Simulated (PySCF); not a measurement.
**Computed vibrations of BiCl5**

BiCl5 (singlet). PySCF 2.14.0, RKS PBE, Bi def2-SVP with ECP60, Cl def2-SVP; non-relativistic Hamiltonian with scalar-relativistic core potentials where named; density fitting; no spin-orbit coupling. Central differences of gradients.

```xyz
6

Bi    0.0000    0.0000   -0.0327
Cl    0.0000    0.0000    2.4208
Cl    2.4424    0.0000   -0.5564
Cl    0.0000    2.4424   -0.5564
Cl   -2.4424    0.0000   -0.5564
Cl    0.0000   -2.4424   -0.5564
```

Run from Python with OMP_NUM_THREADS=2. Where DIIS fails, smearing, a level shift and second-order steps follow.
It took 43 s on 2 threads of Arm Neoverse V1, on a shared host.

What are the harmonic wavenumbers and infrared intensities?

Modes are labelled in C4v; negative numbers are unstable modes, those under 60 cm⁻¹ near the noise; a finer grid moves soft modes by up to 10 cm⁻¹.
```json
{"cm⁻¹": "-33", "km/mol": "–", "symmetry": "b1"}
{"cm⁻¹": "95", "km/mol": "0.2", "symmetry": "e"}
{"cm⁻¹": "95", "km/mol": "0.2", "symmetry": "e"}
{"cm⁻¹": "107", "km/mol": "6.9", "symmetry": "a1"}
{"cm⁻¹": "130", "km/mol": "8.5", "symmetry": "e"}
{"cm⁻¹": "130", "km/mol": "8.5", "symmetry": "e"}
{"cm⁻¹": "145", "km/mol": "0.0", "symmetry": "b2"}
{"cm⁻¹": "282", "km/mol": "0.0", "symmetry": "b1"}
{"cm⁻¹": "292", "km/mol": "1.0", "symmetry": "a1"}
{"cm⁻¹": "310", "km/mol": "37.9", "symmetry": "e"}
{"cm⁻¹": "310", "km/mol": "37.9", "symmetry": "e"}
{"cm⁻¹": "329", "km/mol": "29.3", "symmetry": "a1"}
```

Is this a minimum?

Probably not: 1 unstable, though so soft as to be near the noise; the lowest moves the atoms so:
```
Bi   0.00  0.00  0.00
Cl   0.00  0.00  0.00
Cl   0.11  0.00  0.49
Cl   0.00 -0.11 -0.49
Cl  -0.11  0.00  0.49
Cl   0.00  0.11 -0.49
```
